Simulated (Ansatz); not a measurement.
Reaction (hydrogenolysis of a Zn–C bond): `CS[CH2][ZnH]` + H₂ → `[ZnH2]` + `CSC`

Computed with Ansatz on PBE0-D4/def2-TZVP structures; ΔE is electronic, products minus reactants. CBS: MP2 limit from def2 TZ/QZ plus the TZ coupled-cluster correction, frozen cores. This one scheme is used for every species. DFT in def2-TZVPP. B3LYP here is the variant with VWN-RPA as its local correlation; programs differ in this. For Zn outer-core shells are correlated without core-valence functions, which leaves a few kJ/mol of doubt a bond. Scalar relativity is left out up to krypton. Each species was taken in one conformer, which may not be the lowest.

`CS[CH2][ZnH]`:

```xyz
10

C     0.364   -0.910    1.228
S     0.051    0.856    1.139
C     0.285    1.135   -0.633
Zn   -1.134    0.190   -1.588
H     1.380   -1.145    0.904
H     0.252   -1.207    2.271
H    -0.349   -1.484    0.628
H     0.155    2.213   -0.775
H     1.312    0.898   -0.921
H    -2.315   -0.546   -2.252
```

H₂:

Cartesian coordinates in Å:
```
H 0.290 0.230 0.046
H -0.290 -0.230 -0.046
```

`[ZnH2]`:

Cartesian coordinates in Å:
```
Zn 0.000 0.000 0.000
H -0.579 1.432 0.031
H 0.579 -1.432 -0.031
```

`CSC`:

Cartesian coordinates in Å:
```
C -1.291 -0.317 0.330
S 0.293 -1.137 0.129
C 1.301 0.278 -0.326
H -1.248 0.437 1.119
H -2.016 -1.080 0.614
H -1.618 0.147 -0.603
H 1.316 1.025 0.471
H 2.317 -0.087 -0.482
H 0.946 0.735 -1.252
```

| level | ΔE (kJ/mol) | difference from CCSD(T)/CBS |
| --- | --- | --- |
| PBE-D4 | -31.3 | 0.3 |
| BLYP-D4 | -33.0 | -1.4 |
| B97M-V | -50.6 | -19.0 |
| PBE0-D4 | -38.7 | -7.1 |
| r2SCAN0-D4 | -39.4 | -7.8 |
| CAM-B3LYP-D4 | -45.5 | -13.9 |
| B2PLYP | -41.5 | -9.9 |
| BLYP | -44.2 | -12.6 |
| B3LYP | -48.6 | -17.0 |
| r2SCAN0 | -41.1 | -9.5 |
| RPA@PBE/def2-TZVPP | -38.3 | -6.7 |
| CCSD/def2-SVP | -45.6 | -14.0 |
| CCSD(T)/def2-SVP | -41.1 | -9.5 |
| HF/def2-QZVPP | -72.6 | -41.0 |
| HF/CBS(def2) | -72.6 | -41.0 |
| CCSD/CBS(def2) | -38.5 | -6.9 |
| CCSD(T)/CBS | -31.6 | 0 |

Largest T1 diagnostic among the species: 0.016.

The D4 term adds +9.1 kJ/mol with B3LYP and +4.9 kJ/mol with PBE0; it sums over pairs of atoms, weighted by their polarisabilities, and B3LYP, whose exchange is more repulsive, gets the larger term. From PBE to PBE0 (25 % exact exchange), in def2-TZVPP and without D4, ΔE moves by −6.7 kJ/mol. Leaving LDA and LC-ωPBE aside and taking each functional with its dispersion term where it has one, the values, not all of them listed here, spread over 21.3 kJ/mol, from B97M-V to revPBE-D4. LDA lies +6.1 kJ/mol from PBE without D4.
